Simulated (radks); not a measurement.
Neutral titanium inside a hard spherical wall (all orbitals vanish at R), configuration held at [Ar] 3d2 4s2 and not refilled when levels cross. Method: scalar-relativistic Kohn-Sham, PBE, spin-polarised, spherical densities, finite nucleus; open shells are filled with parallel spins first; Fermi nuclear charge, rms radius 3.5921 fm; computed with a radial shooting solver on a logarithmic mesh with Libxc functionals. Eigenvalues in eV for spin up, with the zero of energy where the potential of the charges vanishes at infinity; a dash marks a level that is unbound or too diffuse for the functional's potential to be trusted. A positive occupied level is held by the wall or, in an anion where self-interaction has pushed it up, behind a barrier. The pressure on the wall is -dE/dV.

[
 {"R (bohr)": "free", "E (hartree)": "-853.59003", "kinetic (hartree)": "860.776", "e(3s)": "-63.249", "e(3p)": "-39.480", "e(3d)": "-4.819", "e(4s)": "-4.669", "e(4p, empty)": "-1.563", "e(5s, empty)": "-", "pressure (GPa)": "0"},
 {"R (bohr)": "20", "E (hartree)": "-853.59003", "kinetic (hartree)": "860.776", "e(3s)": "-63.249", "e(3p)": "-39.480", "e(3d)": "-4.819", "e(4s)": "-4.669", "e(4p, empty)": "-1.563", "e(5s, empty)": "-", "pressure (GPa)": "< 0.0001"},
 {"R (bohr)": "10", "E (hartree)": "-853.58904", "kinetic (hartree)": "860.785", "e(3s)": "-63.171", "e(3p)": "-39.403", "e(3d)": "-4.746", "e(4s)": "-4.609", "e(4p, empty)": "-1.404", "e(5s, empty)": "1.923", "pressure (GPa)": "0.0247"},
 {"R (bohr)": "8", "E (hartree)": "-853.58194", "kinetic (hartree)": "860.833", "e(3s)": "-62.845", "e(3p)": "-39.078", "e(3d)": "-4.443", "e(4s)": "-4.341", "e(4p, empty)": "-0.904", "e(5s, empty)": "4.734", "pressure (GPa)": "0.307"},
 {"R (bohr)": "5", "E (hartree)": "-853.40625", "kinetic (hartree)": "861.573", "e(3s)": "-59.619", "e(3p)": "-35.902", "e(3d)": "-1.473", "e(4s)": "-0.694", "e(4p, empty)": "4.404", "e(5s, empty)": "24.347", "pressure (GPa)": "18.6"},
 {"R (bohr)": "4", "E (hartree)": "-853.02647", "kinetic (hartree)": "862.850", "e(3s)": "-55.949", "e(3p)": "-32.338", "e(3d)": "2.101", "e(4s)": "5.429", "e(4p, empty)": "12.353", "e(5s, empty)": "48.693", "pressure (GPa)": "97.1"},
 {"R (bohr)": "3.5", "E (hartree)": "-852.55104", "kinetic (hartree)": "864.357", "e(3s)": "-52.770", "e(3p)": "-29.253", "e(3d)": "5.444", "e(4s)": "12.343", "e(4p, empty)": "20.825", "e(5s, empty)": "72.450", "pressure (GPa)": "254"},
 {"R (bohr)": "3", "E (hartree)": "-851.54925", "kinetic (hartree)": "867.498", "e(3s)": "-47.724", "e(3p)": "-24.273", "e(3d)": "11.151", "e(4s)": "25.741", "e(4p, empty)": "36.425", "e(5s, empty)": "113.23", "pressure (GPa)": "762"},
 {"R (bohr)": "2.5", "E (hartree)": "-849.16129", "kinetic (hartree)": "874.907", "e(3s)": "-38.634", "e(3p)": "-14.945", "e(3d)": "22.134", "e(4s)": "54.369", "e(4p, empty)": "67.856", "e(5s, empty)": "189.50", "pressure (GPa)": "2790"}
]
